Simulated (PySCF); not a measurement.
C3H7FOSi, SMILES C[C@H]([SiH2]C=O)F.

The structure is a stationary point at r2SCAN-D4/def2-SVP. The structure was generated by enumeration; whether it is a known compound was not checked. Other conformers were not sampled.

Level of theory: PBE/def2-TZVP (PySCF).

Question: Estimate the frontier levels, gap, dipole moment and polarisability. (An estimate is asked for; the answer gives what the named calculation found.)

Answer: 
* **highest occupied level**: -5.55 eV
* **lowest empty level**: -2.82 eV
* **orbital gap**: 2.73 eV
* **dipole moment**: 2.82 D
* **quadrupole, principal values (traceless, Buckingham form, about the centre of nuclear charge)**: -10.00, 3.40, 6.60 D·Å
* **mean static polarisability**: 70.3 bohr³ (10.42 Å³)
* **polarisability, principal values**: 56.4, 67.0, 87.6 bohr³
